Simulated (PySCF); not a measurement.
PySCF input (BP86/def2-SVP):

```python
from pyscf import gto, dft

mol = gto.M(
    atom='''
    C    -1.78609100    1.30561800    0.41318100
    Si   -1.28160900   -0.22637400   -0.70504300
    C    -2.09362700   -1.65222400    0.38964100
    Si    0.84844000   -0.53972900    0.28796700
    Cl    2.31483500    0.94675200   -0.25540800
    H    -2.84030900    1.54976500    0.23797300
    H    -1.20279800    2.19054300    0.14131100
    H    -1.66003300    1.13510500    1.48928800
    H    -3.17863800   -1.63177700    0.23495500
    H    -1.91722000   -1.55840800    1.46861000
    H    -1.74891400   -2.64259100    0.07475700
    H     1.55805900   -1.81329000   -0.07473300
    H     0.98033500   -0.51904300    1.79189700
    ''',
    basis='def2-svp',
    charge=-1,
    spin=0,
    verbose=4,
)

mf = dft.RKS(mol, xc='bp86')
mf.grids.level = 3
mf.conv_tol = 1e-9
mf.max_cycle = 100
mf.max_memory = 1500
mf.kernel()
if not mf.converged:
    mf = mf.newton()
    mf.kernel(mf.make_rdm1())
mf.dip_moment()
```

From the output:

```
direct_scf_tol = 1e-13
XC library pyscf.dft.libxc version 7.1.2
    S. Lehtola, C. Steigemann, M. J. T. Oliveira, and M. A. L. Marques,  SoftwareX 7, 1–5 (2018)
XC functionals = bp86
    A. D. Becke,  Phys. Rev. A 38, 3098 (1988)
    J. P. Perdew,  Phys. Rev. B 33, 8822 (1986)
    J. P. Perdew,  Phys. Rev. B 34, 7406–7406 (1986)
radial grids:
    Treutler-Ahlrichs [JCP 102, 346 (1995); DOI:10.1063/1.469408] (M4) radial grids

becke partition: Becke, JCP 88, 2547 (1988); DOI:10.1063/1.454033
pruning grids: <function nwchem_prune>
grids dens level: 3
symmetrized grids: False
atomic radii adjust function: <function treutler_atomic_radii_adjust>
small_rho_cutoff = 0
Set gradient conv threshold to 3.16228e-05
Initial guess from minao.
tot grids = 163944
init E= -1119.75918806405
  HOMO = -0.213436542862578  LUMO = -0.0772458009648682  gap/eV = 3.70594
cycle= 1 E= -1119.85756117169  delta_E= -0.0984  |g|= 0.656  |ddm|=  3.4
  HOMO = 0.085115550037929  LUMO = 0.169743701181485  gap/eV = 2.30285
cycle= 2 E= -1119.62021421323  delta_E= 0.237  |g|= 1.09  |ddm|= 2.79
  HOMO = 0.0290306344210864  LUMO = 0.150629732449987  gap/eV = 3.30888
cycle= 3 E= -1119.98202753663  delta_E= -0.362  |g|= 0.128  |ddm|= 1.79
  HOMO = 0.0237482430331086  LUMO = 0.133684570017386  gap/eV = 2.99152
cycle= 4 E= -1119.98846312778  delta_E= -0.00644  |g|= 0.0389  |ddm|= 0.428
  HOMO = 0.0223425257844334  LUMO = 0.137010479335658  gap/eV = 3.12027
cycle= 5 E= -1119.98903950832  delta_E= -0.000576  |g|= 0.0144  |ddm|= 0.117
  HOMO = 0.0228082617031466  LUMO = 0.136206566596042  gap/eV = 3.08573
cycle= 6 E= -1119.98911117992  delta_E= -7.17e-05  |g|= 0.00358  |ddm|= 0.036
  HOMO = 0.0227731050296898  LUMO = 0.136345472425154  gap/eV = 3.09046
cycle= 7 E= -1119.98911604999  delta_E= -4.87e-06  |g|= 0.000712  |ddm|= 0.00826
  HOMO = 0.0227627680733855  LUMO = 0.136321825017618  gap/eV = 3.09010
cycle= 8 E= -1119.98911616464  delta_E= -1.15e-07  |g|= 0.000275  |ddm|= 0.00138
  HOMO = 0.022752375631697  LUMO = 0.136304821993928  gap/eV = 3.08992
cycle= 9 E= -1119.98911621773  delta_E= -5.31e-08  |g|= 9.73e-05  |ddm|= 0.00043
  HOMO = 0.0227474789810769  LUMO = 0.136304419063618  gap/eV = 3.09004
cycle= 10 E= -1119.98911618729  delta_E= 3.04e-08  |g|= 2.29e-05  |ddm|= 0.000232
  HOMO = 0.0227458728259413  LUMO = 0.136303080748992  gap/eV = 3.09005
cycle= 11 E= -1119.98911618746  delta_E= -1.73e-10  |g|= 9.41e-06  |ddm|= 6.69e-05
  HOMO = 0.0227475291315806  LUMO = 0.136304000037307  gap/eV = 3.09003
Extra cycle  E= -1119.98911618743  delta_E= 2.86e-11  |g|= 1.37e-05  |ddm|= 4.29e-05
converged SCF energy = -1119.98911618743

WARN: System has nonzero charge -1; the dipole moment is origin-dependent.
Location of origin: [0. 0. 0.]

Dipole moment(X, Y, Z, Debye):  0.73628,  0.20592,  1.89592
```

The dipole moment of an ion depends on the origin.

The geometry given is a B3LYP-D3(BJ)/def2-TZVP minimum.
